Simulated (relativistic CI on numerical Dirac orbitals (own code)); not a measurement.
Ir XX: sensitivity of the levels to the model

Base calculation: Dirac-Coulomb-Breit CI, orbitals from a KLI potential per configuration, model QED (radiative potential, 1s self-energy scaled to tabulated hydrogen-like ionisation energies), unscaled Slater integrals.

CI space (outside the closed core [Ar] 3d10 4s2): 4p6 4d10 4f12, 4p6 4d10 4f11 5s, 4p6 4d10 4f10 5s2, 4p6 4d10 4f10 5s 5p, 4p6 4d10 4f11 5p, 4p6 4d10 4f10 5p2, 4p6 4d10 4f10 5s 5d, 4p6 4d9 4f13, 4p6 4d10 4f11 5d, 4p6 4d9 4f11 5s2, 4p6 4d8 4f14, 4p6 4d10 4f11 6s, 4p6 4d10 4f11 5f, 4p6 4d9 4f12 5s, 4p6 4d10 4f11 6p, 4p5 4d10 4f13, 4p6 4d10 4f11 6d, 4p6 4d10 4f11 5g, 4p6 4d9 4f12 5p, 4p6 4d10 4f11 7s, 4p6 4d10 4f11 6g, 4p6 4d10 4f11 7d, 4p4 4d10 4f14, 4p5 4d10 4f12 5s, 4p5 4d9 4f14. Levels of other configurations are missing.

The lowest level and the first level of each name with at least 55 % of one term (blank where a level has no safe partner in the second run):

```
                 Level  Base (cm⁻¹)  Shift (cm⁻¹)
    4p6 4d10 4f12 3H_6          0.0           0.0
    4p6 4d10 4f12 3F_4       9350.7       +1334.5
    4p6 4d10 4f12 3H_5      23752.6          -8.0
    4p6 4d10 4f12 3F_2      32612.6       +2072.4
    4p6 4d10 4f12 3F_3      35637.1       +1199.7
    4p6 4d10 4f12 3P_0      74472.1       +4239.1
    4p6 4d10 4f12 1I_6      75184.3        +105.8
    4p6 4d10 4f12 3P_1      80525.5       +3369.9
4p6 4d10 4f11 5s 5I°_8     128548.0       +2442.0
4p6 4d10 4f11 5s 5I°_7     139970.6       +2547.5
    4p6 4d10 4f12 1S_0     154270.3       +9785.5
4p6 4d10 4f11 5s 5I°_6     154682.9       +2715.3
4p6 4d10 4f11 5s 3I°_7     159221.1       +2193.8
4p6 4d10 4f11 5s 5F°_3     183208.6       +3539.6
4p6 4d10 4f11 5s 5F°_2     184924.9       +3874.5
4p6 4d10 4f11 5s 3K°_8     195512.4       +2794.6
4p6 4d10 4f11 5s 3K°_7     199482.5       +3025.8
4p6 4d10 4f11 5s 3P°_0     209185.9       +5627.6
4p6 4d10 4f11 5s 3K°_6     211560.4       +3316.2
4p6 4d10 4f11 5s 3G°_5     211779.6       +2742.3
4p6 4d10 4f11 5s 5G°_2     213847.2       +3777.3
4p6 4d10 4f11 5s 5D°_4     220747.3       +3919.1
```

At this charge transitions that keep the count of f electrons are usually good to a few per cent. Terms inside the open d or f shell come out 10 to 20 % too wide with unscaled integrals. Levels that differ in their count of f electrons can be misplaced by several ten thousand cm⁻¹, since the correlation energy of f electrons is missing or only estimated; rates across such gaps can be off by orders of magnitude.

**Question.** One thing was changed in a second run, which moved the levels as shown. Which?
A. Breit term removed
B. valence Slater integrals scaled by 0.9
C. QED terms removed
D. configuration mixing switched off

**Answer.** D. Configuration mixing switched off. Without mixing, levels that were pushed by configurations of the same parity and J return to their single-configuration places.

LS names give the leading component of a level, which can be under half, so a name can repeat, a term be missing and a line seem to break the LS rules.
